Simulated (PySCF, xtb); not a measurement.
SnH₄, SMILES [SnH4].

Harmonic wavenumbers (cm⁻¹) from GFN2-xTB (xtb) at its own minimum, in rising order: 674, 675, 675, 781, 781, 1685, 1925, 1926, 1928.

Question: What does PBE0-D3(BJ)/def2-TZVPD (PySCF) give at its own minimum? (An estimate is asked for; the answer gives what the named calculation found.)

Answer: 684, 684, 684, 753, 753, 1959, 1960, 1960, 1960. Paired by order, the mean absolute difference is 51 cm⁻¹ and the zero-point energies are 15.8 and 16.3 kcal/mol.
